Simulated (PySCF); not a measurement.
PySCF input for CH9NO2Si2, SMILES CN[SiH2]O[SiH2]O, B3LYP-D3(BJ)/def2-SVP. The structure is a stationary point at B3LYP-D3(BJ)/def2-SVP. This is a generated structure with no PubChem entry under its InChIKey; it may be hypothetical. One conformer was computed; it need not be the lowest.

```python
import numpy as np
from pyscf import gto, scf, dft, df
from pyscf.hessian import thermo

mol = gto.M(
    atom='''
    C    -1.62944043   -1.78606277    0.17317440
    N    -1.74878443   -0.39134748    0.57222948
    Si   -1.22332009    0.94411174   -0.37770643
    O     0.44511239    1.06045176   -0.52618058
    Si    1.76676074    0.40084279    0.22072334
    O     1.79218784   -1.26223834    0.08366989
    H    -2.41785109   -2.40239545    0.63694325
    H    -0.64635630   -2.22806890    0.41855757
    H    -1.76172946   -1.86777495   -0.91874605
    H    -1.82118262   -0.25842234    1.57678687
    H    -1.74368105    0.78448005   -1.75996638
    H    -1.71802674    2.17959319    0.28412671
    H     2.96226584    1.00396994   -0.42517474
    H     1.74132537    0.65275338    1.68292511
    H     1.91679865   -1.62339687   -0.80225613
    ''',
    basis='def2-SVP',
    charge=0,
    spin=0,
    max_memory=1600,
    verbose=3,
)
mf = dft.RKS(mol, xc='b3lyp').density_fit(auxbasis='def2-universal-jkfit')
mf.disp = 'd3bj'
mf.grids.level = 3
mf.conv_tol = 1e-11
mf.max_cycle = 100
mf.kernel()

# [left out here: the lines that compute and print the analytic Hessian (its translational invariance restored by hand, since the grid's response is missing), thermochemistry and intensities]
```

Program output:

```
converged SCF energy = -827.544173634231

WARN: DFTD3 does not support analytical Hessian, using finite difference


WARN: Mole.unit (angstrom) is changed to Bohr

Mode                                 0                   1                   2
Irrep
Freq [cm^-1]                       40.6160             74.6431             85.1098
Reduced mass [au]                   3.2053              2.7520              6.4635
Force const [Dyne/A]                0.0031              0.0090              0.0276
Char temp [K]                      58.4374            107.3948            122.4541
Normal mode                   x     y     z       x     y     z       x     y     z
       0   C                -0.02 -0.00 -0.09   -0.01  0.02 -0.00    0.09 -0.02 -0.01
       1   N                -0.00 -0.03 -0.01    0.03  0.02  0.03    0.12 -0.02  0.02
       2  Si                -0.01  0.02  0.06    0.00  0.02  0.01    0.02  0.01  0.01
       3   O                -0.01 -0.06 -0.06   -0.00 -0.07 -0.12    0.02  0.06 -0.06
       4  Si                 0.02  0.02 -0.05   -0.06 -0.01  0.05   -0.05 -0.01  0.01
       5   O                 0.01  0.00  0.13    0.09 -0.00 -0.04   -0.14 -0.01  0.02
       6   H                -0.01 -0.03 -0.11    0.04  0.02  0.07    0.06 -0.01 -0.05
       7   H                -0.02 -0.02 -0.14    0.01  0.02 -0.11    0.07 -0.04  0.01
       8   H                -0.05  0.06 -0.10   -0.12  0.04  0.01    0.12  0.02 -0.02
       9   H                 0.04 -0.09  0.00    0.10  0.01  0.04    0.15 -0.04  0.02
      10   H                -0.11  0.17  0.08   -0.11  0.09  0.05   -0.04  0.01  0.03
      11   H                 0.09 -0.01  0.20    0.11  0.02  0.09    0.01 -0.02  0.04
      12   H                -0.01 -0.06 -0.17   -0.01  0.11  0.26    0.01 -0.08  0.06
      13   H                 0.08  0.18 -0.08   -0.30 -0.09  0.06   -0.11  0.00  0.00
      14   H                -0.01 -0.09  0.17    0.22  0.06 -0.04   -0.12 -0.03  0.03
[...]
Force const [Dyne/A]                1.5042              1.5344              1.6658
Char temp [K]                    1648.4216           1658.2675           2010.3147
Normal mode                   x     y     z       x     y     z       x     y     z
       0   C                -0.08 -0.10 -0.07   -0.10  0.10  0.06    0.00 -0.05  0.08
       1   N                 0.04  0.13  0.03    0.04 -0.12 -0.03    0.02  0.11 -0.05
       2  Si                -0.00 -0.02  0.01    0.01  0.01 -0.00   -0.01 -0.02  0.00
       3   O                -0.01  0.00 -0.00    0.00 -0.00 -0.00   -0.00  0.00  0.00
       4  Si                 0.00 -0.00  0.00   -0.00  0.00 -0.00    0.00 -0.00  0.00
       5   O                -0.00  0.00 -0.00   -0.00 -0.00  0.00    0.00  0.00  0.00
       6   H                 0.18 -0.34  0.03    0.17 -0.34 -0.06   -0.14 -0.08 -0.20
       7   H                 0.07  0.36  0.13    0.08  0.47  0.03    0.11  0.04 -0.23
       8   H                 0.22 -0.29 -0.09    0.19  0.14  0.02   -0.01  0.16  0.06
       9   H                 0.00  0.19  0.02   -0.01 -0.16 -0.03   -0.05 -0.70  0.05
      10   H                -0.02  0.00  0.01    0.00  0.01 -0.00    0.01  0.04 -0.00
      11   H                -0.05 -0.04  0.03    0.00  0.04 -0.06   -0.00 -0.03  0.02
      12   H                -0.01  0.02 -0.01    0.01 -0.00  0.01   -0.00  0.01 -0.00
      13   H                -0.02  0.01 -0.00    0.01 -0.01  0.00   -0.00  0.01 -0.00
      14   H                -0.00  0.00  0.00    0.01  0.01 -0.01   -0.00 -0.00  0.00
Mode                                27                  28                  29
Irrep
Freq [cm^-1]                     1451.3373           1473.2427           1500.3213
Reduced mass [au]                   1.1315              1.0606              1.0446
Force const [Dyne/A]                1.4042              1.3562              1.3854
Char temp [K]                    2088.1513           2119.6683           2158.6283
Normal mode                   x     y     z       x     y     z       x     y     z
       0   C                -0.02 -0.09 -0.03    0.04 -0.04 -0.01    0.01  0.01 -0.03
       1   N                -0.01 -0.01 -0.00    0.01 -0.02  0.01    0.01  0.03 -0.02
       2  Si                 0.00  0.00 -0.00    0.00  0.00 -0.00   -0.00 -0.00  0.00
       3   O                -0.00  0.00  0.00   -0.00  0.00 -0.00    0.00 -0.00  0.00
       4  Si                 0.00 -0.00  0.00    0.00 -0.00  0.00   -0.00  0.00  0.00
       5   O                 0.00  0.00  0.00    0.00  0.00 -0.00   -0.00 -0.00 -0.00
       6   H                -0.05  0.38  0.49   -0.29  0.13 -0.34    0.36 -0.37  0.11
       7   H                 0.10  0.25  0.10    0.16  0.50  0.35   -0.25 -0.27  0.55
       8   H                 0.22  0.59 -0.10   -0.56  0.02  0.06   -0.31  0.35  0.00
       9   H                -0.01 -0.04  0.00    0.00  0.06 -0.00   -0.01 -0.17  0.00
      10   H                -0.01  0.00 -0.01   -0.01 -0.01 -0.00    0.00  0.01 -0.00
      11   H                -0.00 -0.01  0.01   -0.01 -0.00  0.01    0.01 -0.00  0.00
      12   H                -0.00  0.00  0.00   -0.00  0.00  0.00    0.00 -0.00 -0.00
      13   H                -0.00  0.00 -0.00   -0.00  0.00 -0.00    0.00 -0.00  0.00
      14   H                -0.00  0.00 -0.00    0.00  0.00 -0.00    0.01  0.00 -0.00
Mode                                30                  31                  32
Irrep
Freq [cm^-1]                     2243.3413           2248.1273           2251.1828
Reduced mass [au]                   1.0389              1.0456              1.0404
Force const [Dyne/A]                3.0805              3.1137              3.1066
Char temp [K]                    3227.6686           3234.5546           3238.9508
Normal mode                   x     y     z       x     y     z       x     y     z
       0   C                -0.00  0.00  0.00   -0.00  0.00  0.00    0.00 -0.00 -0.00
       1   N                 0.00  0.00 -0.00    0.00 -0.00 -0.00    0.00 -0.00 -0.00
       2  Si                 0.01 -0.01  0.00    0.01 -0.03 -0.02   -0.01 -0.00 -0.03
       3   O                 0.00 -0.00  0.00    0.00 -0.00  0.00   -0.00  0.00 -0.00
       4  Si                 0.02  0.01 -0.01   -0.01 -0.00  0.01    0.01  0.00 -0.01
       5   O                 0.00  0.00 -0.00    0.00 -0.00  0.00   -0.00  0.00 -0.00
       6   H                 0.00 -0.00 -0.00    0.00 -0.00 -0.00   -0.00  0.00  0.00
       7   H                -0.00 -0.00 -0.00   -0.00 -0.00  0.00    0.00  0.00  0.00
       8   H                 0.00 -0.00  0.00    0.00  0.00  0.00   -0.00  0.00 -0.00
       9   H                 0.00 -0.00  0.00    0.00 -0.01 -0.00   -0.00  0.01 -0.00
      10   H                -0.08 -0.03 -0.22    0.05  0.00  0.12    0.33  0.10  0.87
      11   H                -0.09  0.24  0.13   -0.30  0.75  0.40    0.01 -0.04 -0.03
      12   H                -0.73 -0.37  0.40    0.20  0.10 -0.10   -0.21 -0.10  0.11
      13   H                 0.01  0.01  0.01    0.00 -0.04 -0.24   -0.00  0.02  0.11
      14   H                 0.00  0.00  0.00   -0.00  0.00  0.00    0.00 -0.00  0.00
Mode                                33                  34                  35
Irrep
Freq [cm^-1]                     2261.0484           2998.4689           3069.1446
Reduced mass [au]                   1.0379              1.0358              1.1040
Force const [Dyne/A]                3.1262              5.4868              6.1270
Char temp [K]                    3253.1452           4314.1291           4415.8158
Normal mode                   x     y     z       x     y     z       x     y     z
       0   C                -0.00  0.00  0.00    0.02 -0.05 -0.00   -0.08 -0.01 -0.03
       1   N                -0.00 -0.00  0.00   -0.00 -0.00  0.00    0.00  0.00  0.00
       2  Si                 0.00 -0.01 -0.00    0.00  0.00 -0.00   -0.00  0.00 -0.00
       3   O                -0.00  0.00 -0.00   -0.00 -0.00  0.00    0.00 -0.00  0.00
       4  Si                -0.00 -0.01 -0.03    0.00 -0.00  0.00    0.00  0.00 -0.00
       5   O                 0.00 -0.00 -0.00    0.00  0.00 -0.00   -0.00 -0.00 -0.00
       6   H                 0.00 -0.00 -0.00    0.36  0.27 -0.21    0.40  0.31 -0.25
       7   H                -0.00 -0.00 -0.00   -0.64  0.27 -0.17    0.57 -0.25  0.15
       8   H                 0.00  0.00  0.00    0.06  0.03  0.45    0.04  0.03  0.41
       9   H                -0.00 -0.00  0.00   -0.00 -0.00 -0.00    0.00  0.00 -0.00
      10   H                -0.03 -0.01 -0.07   -0.00 -0.00  0.00   -0.00 -0.00  0.00
      11   H                -0.08  0.19  0.11    0.00 -0.00  0.00    0.00 -0.00  0.00
      12   H                 0.09  0.04 -0.06   -0.00  0.00  0.00   -0.00 -0.00  0.00
      13   H                -0.02  0.16  0.93   -0.00  0.00 -0.00   -0.00 -0.00 -0.00
      14   H                 0.00 -0.00 -0.00   -0.00 -0.00  0.00    0.00  0.00 -0.00
Mode                                36                  37                  38
Irrep
Freq [cm^-1]                     3090.6955           3588.1927           3868.5870
Reduced mass [au]                   1.1039              1.0753              1.0669
Force const [Dyne/A]                6.2128              8.1567              9.4075
Char temp [K]                    4446.8228           5162.6104           5566.0354
Normal mode                   x     y     z       x     y     z       x     y     z
       0   C                -0.02 -0.02  0.08    0.00 -0.00  0.00   -0.00 -0.00 -0.00
       1   N                 0.00 -0.00 -0.00   -0.01  0.01  0.07    0.00  0.00 -0.00
       2  Si                -0.00  0.00  0.00    0.00  0.00  0.00   -0.00 -0.00 -0.00
       3   O                -0.00 -0.00 -0.00    0.00  0.00 -0.00    0.00 -0.00  0.00
       4  Si                 0.00  0.00  0.00   -0.00  0.00 -0.00   -0.00 -0.00  0.00
       5   O                -0.00 -0.00 -0.00    0.00 -0.00  0.00   -0.01  0.03  0.05
       6   H                 0.43  0.32 -0.25    0.00  0.00 -0.00    0.00  0.00 -0.00
       7   H                -0.05  0.01  0.01    0.00 -0.00 -0.00   -0.00 -0.00  0.00
       8   H                -0.10 -0.05 -0.73   -0.00 -0.00 -0.01    0.00 -0.00  0.00
       9   H                 0.00 -0.00  0.01    0.08 -0.12 -0.95   -0.00  0.00  0.00
      10   H                 0.00 -0.00 -0.00   -0.00 -0.00 -0.00    0.00  0.00  0.00
      11   H                -0.00 -0.00 -0.00    0.00 -0.00 -0.00    0.00 -0.00 -0.00
      12   H                -0.00 -0.00 -0.00    0.00 -0.00  0.00   -0.00 -0.00 -0.00
      13   H                -0.00 -0.00 -0.00    0.00  0.00  0.00    0.00  0.00 -0.00
      14   H                 0.00 -0.00  0.00    0.00 -0.00 -0.00    0.12 -0.38 -0.88
temperature 298.1500 [K]
pressure 101325.00 [Pa]
Rotational constants [GHz] 3.11433 1.60835 1.15890
Symmetry number 1
Zero-point energy (ZPE) 0.10899 [Eh]   286159.057 [J/mol]
                           tot       elec      trans        rot        vib
Entropy [J/mol/K]       406.345      0.000    168.788    118.851    118.706
Cv [J/mol/K]            137.647      0.000     12.472     12.472    112.704
Cp [J/mol/K]            145.961      0.000     20.786     12.472    112.704
Internal energy [J/mol]                      3718.434   3718.434 304035.990
Internal energy [Eh]   -827.42554  -827.54417
Enthalpy [J/mol]                             6197.391   3718.434 304035.990
Enthalpy [Eh]          -827.42460
Gibbs free energy [J/mol]                  -44126.759 -31716.955 268643.811
Gibbs free energy [Eh] -827.47074
mode   freq/cm-1   IR/(km/mol)
   1       40.62         0.627
   2       74.64         1.703
   3       85.11         0.490
   4      116.35         0.562
   5      159.37         5.996
   6      233.60         6.698
   7      253.47        52.396
   8      310.33       101.288
   9      396.61        42.331
  10      433.99       110.217
  11      603.22         2.502
  12      652.44        26.331
  13      657.62       101.408
  14      768.56        14.698
  15      785.17        51.786
  16      818.56         7.010
  17      837.64       114.586
  18      889.91        68.294
  19      912.09       541.835
  20      943.85       202.557
  21      975.81       185.606
  22      992.87       139.947
  23     1059.45       295.055
  24     1101.59         5.045
  25     1145.71        67.014
  26     1152.55        46.593
  27     1397.24        46.585
  28     1451.34         7.349
  29     1473.24         2.768
  30     1500.32        10.939
  31     2243.34       166.984
  32     2248.13       111.304
  33     2251.18       159.429
  34     2261.05       131.031
  35     2998.47        58.056
  36     3069.14        26.291
  37     3090.70        27.111
  38     3588.19        18.762
  39     3868.59        79.040
max |gradient| / (hartree/bohr): 6.22151569889541e-05
APT charges: [ 0.3614 -0.8609  1.7343 -1.3127  1.7769 -0.8479 -0.0516 -0.0345 -0.0137
  0.155  -0.298  -0.2999 -0.3078 -0.2992  0.2985]
```

Self-consistency was reached.
